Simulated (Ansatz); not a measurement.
`OC[SiH2]F` + H₂S → `F[SiH2]CS` + H₂O  (substitution at a C–O bond)

Isolated molecules relaxed with PBE0-D4/def2-TZVP in Ansatz; ΔE leaves out vibrations. CCSD(T)/CBS is the MP2 limit (def2-TZVPP, def2-QZVPP) plus CCSD(T) − MP2 in def2-TZVPP, frozen cores. This one scheme is used for every species. DFT in def2-TZVPP. HSE06 is defined as in plane-wave codes. Each species was taken in one conformer, which may not be the lowest.

| level | ΔE (kJ/mol) |
| --- | --- |
| r2SCAN-D4 | -55.9 |
| HSE06-D4 | -58.5 |
| BHLYP-D4 | -54.9 |
| revPBE | -50.4 |
| LC-ωPBE | -53.9 |
| CCSD/def2-SVP | -38.8 |
| CCSD(T)/def2-TZVPP | -57.5 |
| HF/def2-QZVPP | -46.0 |

Q: What does CCSD(T)/CBS give? (Best estimate.)

A: Computed: -63.6 kJ/mol. The listed levels differ from it by 7.7, 5.1, 8.7, 13.2, 9.7, 24.8, 6.1, 17.6 kJ/mol.

Largest T1 diagnostic among the species: 0.011.

Leaving LDA and LC-ωPBE aside and taking each functional with its dispersion term where it has one, the values, not all of them listed here, spread over 11.8 kJ/mol, from PBE-QIDH to CAM-B3LYP-D4. At CCSD(T), def2-SVP lies +23.9 kJ/mol from the extrapolated value and def2-TZVPP +6.1 kJ/mol. From PBE to PBE0 (25 % exact exchange), in def2-TZVPP and without D4, ΔE moves by −3.3 kJ/mol.
